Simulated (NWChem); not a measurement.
Correlation energy of BiF3

```xyz
4

Bi     0.0023     0.2550     0.0000
F     -0.8774    -0.7762     1.5077
F     -0.8774    -0.7762    -1.5077
F      1.7338    -0.7994     0.0000
```
Charge 0, spin multiplicity 1.

The numbers come from NWChem runs, not from measurements. Structure: optimised with B3LYP/def2-SVP with def2 effective core potentials on Bi, a minimum by its harmonic frequencies.

Basis set: def2-SVP. Each correlation energy counts from its own Hartree-Fock reference.

Effective core potentials replace the inner electrons of Bi; spin-orbit coupling is left out. The correlated methods keep 7 core orbitals frozen. The structure started from a generated list of species. Coupled-cluster values serve here as a point of comparison, not as the truth.

Question: One of these methods gave a correlation energy of -682.0 mHa. Which?
A. MP2
B. SCS-MP2
C. CR-CCSD(T)
D. CR-CCSD[T]

Answer: A, MP2. The others give -652.9 (SCS-MP2), -698.6 (CR-CCSD[T]), -696.3 (CR-CCSD(T)).
